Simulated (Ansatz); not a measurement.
Start from `[F][Ge]([SH])([SH])[SH]` and change one atom or group to get `[SH][GeH]([SH])[SH]`.

Ansatz, PBE0-D4/def2-TZVP geometries, multiplicity 1. Each molecule was computed in one conformer, which needn't be the lowest.

Scalar relativity is left out up to krypton.

| property | `[F][Ge]([SH])([SH])[SH]` |
| --- | --- |
| HOMO–LUMO gap (B3LYP/def2-TZVPP) / eV | 5.90 |
| HOMO energy (PBE/def2-TZVPP) / eV | -6.55 |
| LUMO energy (ωB97M-V/def2-TZVPP) / eV | 0.63 |
| HOMO energy (B3LYP/def2-TZVPP) / eV | -7.54 |
| HOMO energy (ωB97M-V/def2-TZVPP) / eV | -9.96 |
| size of the dipole moment (ωB97M-V/def2-TZVPP) / D | 1.95 |

Problem. What does the change do to each property? (An estimate is asked.)

Solution. The calculation gave: 
| property | `[SH][GeH]([SH])[SH]` | shift |
| --- | --- | --- |
| HOMO–LUMO gap (B3LYP/def2-TZVPP) / eV | 6.08 | 0.18 |
| HOMO energy (PBE/def2-TZVPP) / eV | -6.29 | 0.26 |
| LUMO energy (ωB97M-V/def2-TZVPP) / eV | 1.06 | 0.43 |
| HOMO energy (B3LYP/def2-TZVPP) / eV | -7.25 | 0.29 |
| HOMO energy (ωB97M-V/def2-TZVPP) / eV | -9.66 | 0.30 |
| size of the dipole moment (ωB97M-V/def2-TZVPP) / D | 1.17 | -0.78 |

With PBE0 the HOMO rises by 0.30 eV and the LUMO rises by 0.48 eV, so the gap widens by about 0.18 eV. PBE moves the HOMO by 0.26 eV and ωB97M-V by 0.30 eV. Dipoles are sizes alone; their direction can turn.

B3LYP here is the variant with VWN-RPA as its local correlation; programs differ in this.
